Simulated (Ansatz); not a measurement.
Total energies of `O=[C]1[GeH2][CH]1Cl`.

```xyz
8

O     0.938    0.989   -1.829
C     0.668    0.344   -0.875
Ge   -0.747   -0.938   -0.235
C     0.482    0.495    0.554
Cl    0.337    2.053    1.333
H    -2.172   -0.536   -0.628
H    -0.658   -2.231    0.582
H     1.152   -0.175    1.097
```

Total charge 0; spin multiplicity 1. Correlated methods include outer-core shells of Ge, which these sets cover unevenly. Scalar relativity is left out up to krypton. The geometry is a stationary point of PBE0-D4/def2-TZVP. Basis def2-TZVPP, Ansatz 0.2.0.

RPA on PBE orbitals: Hartree–Fock energy of these orbitals -2687.10177 Eh, correlation -1.56473 Eh (frozen core).

| functional | energy without D4 (Eh) | D4 term (kJ/mol) |
| --- | --- | --- |
| revPBE | -2690.16078 | -56.7 |
| BLYP | -2690.45767 | -43.1 |
| B97M-V | -2689.91412 | – |
| PBE0 | -2689.85278 | -16.6 |
| B3LYP | -2690.49867 | -32.0 |
| r2SCANh | -2690.29949 | -4.9 |
| r2SCAN0 | -2690.26856 | -5.5 |
| HSE06 (plane-wave form) | -2689.83848 | -15.5 |
| BHLYP | -2690.31865 | -25.5 |
| CAM-B3LYP | -2690.49798 | -17.0 |
| LC-ωPBE | -2689.92755 | – |
| ωB97M-V | -2690.24339 | – |
| B2PLYP | -2689.82237 | – |
| PBE-QIDH | -2689.41071 | – |

**Question.** Give the same for LDA (SPW92), PBE, r2SCAN, ωB97X-V. (Best estimate.)

**Answer.** The calculation gave: 
```csv
functional,energy without D4 (Eh),D4 term (kJ/mol)
LDA (SPW92),-2684.55718,–
PBE,-2689.76964,-19.6
r2SCAN,-2690.32141,-4.6
ωB97X-V,-2690.12478,–
```

B3LYP takes the VWN-RPA correlation (the form of Gaussian; ORCA's B3LYP/G). HSE06 is the plane-wave form, built on full-range PBE exchange. The double hybrids freeze the cores in their second-order part.

LC-ωPBE has ω = 0.4 bohr⁻¹.
